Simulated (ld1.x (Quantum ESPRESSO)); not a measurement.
Be (Z = 4), RRKJ: configuration errors across variants

* Element: beryllium
* Generator: ld1.x (Quantum ESPRESSO) 7.5
* Type: norm-conserving RRKJ (Kleinman–Bylander form)
* Functional: PBE
* Relativity: scalar-relativistic
* Frozen core: [He]
* Valence charge: 2
* Reference configuration: 2s1.75 2p0.25
* Partial waves: 2s (bound): rc 2.15 bohr; 2p (bound): rc 2.60 bohr
* Local potential: all-electron potential smoothed inside 2.10 bohr (lloc = -2)
* Core correction: a·sin(br)/r model core inside 2.20 bohr
* rho0: 0.005

All-electron excitation energies from the reference (eV): (1) 2s2 2p0 -0.899; (2) 2s1 2p0 8.651; (3) 2s1.5 2p0 2.862; (4) 2s0 2p2 6.352; (5) 2s0 2p1 12.561; (6) 2s1 2p1 2.713.

A true bound ghost makes a file unfit for plane-wave use even where its test errors are small: the radial tests pick states by their node count and pass the ghost by.

Errors AE − PS in meV (a dash: test not solved or not reliable):

```csv
change,(1),(2),(3),(4),(5),(6),bound ghosts
base,-0.2,+15,+2.9,-16,-39,-2.3,none
"all radii but the core radius scaled by about 0.76 (s 1.64, p 1.98 bohr); local potential all-electron potential smoothed inside 1.60 bohr (lloc = -2)",+0.2,+13,+2.6,+5.1,-13,+1.5,none
"all radii but the core radius scaled by about 0.93 (s 2.00, p 2.42 bohr); local potential all-electron potential smoothed inside 1.96 bohr (lloc = -2)",-0.1,+14,+2.8,-8.5,-29,-1.0,none
"all radii but the core radius scaled by about 1.09 (s 2.36, p 2.84 bohr); local potential all-electron potential smoothed inside 2.30 bohr (lloc = -2)",-0.3,+15,+3.1,-24,-51,-3.6,none
"all radii but the core radius scaled by about 1.19 (s 2.56, p 3.10 bohr); local potential all-electron potential smoothed inside 2.50 bohr (lloc = -2)",-0.5,+16,+3.6,-34,-70,-5.5,none
"all radii but the core radius scaled by about 1.30 (s 2.80, p 3.38 bohr); local potential all-electron potential smoothed inside 2.74 bohr (lloc = -2)",-0.7,+13,+2.8,-41,-85,-6.8,s
"all radii but the core radius scaled by about 1.37 (s 2.94, p 3.56 bohr); local potential all-electron potential smoothed inside 2.88 bohr (lloc = -2)",-0.8,-4.3,-1.7,-46,-95,-7.9,s
```

Question: Give the same row for: all radii but the core radius scaled by about 0.88 (s 1.88, p 2.28 bohr); local potential all-electron potential smoothed inside 1.84 bohr (lloc = -2).

Answer: +0.1, +14, +2.7, -1.7, -21, +0.2; bound ghosts: none.
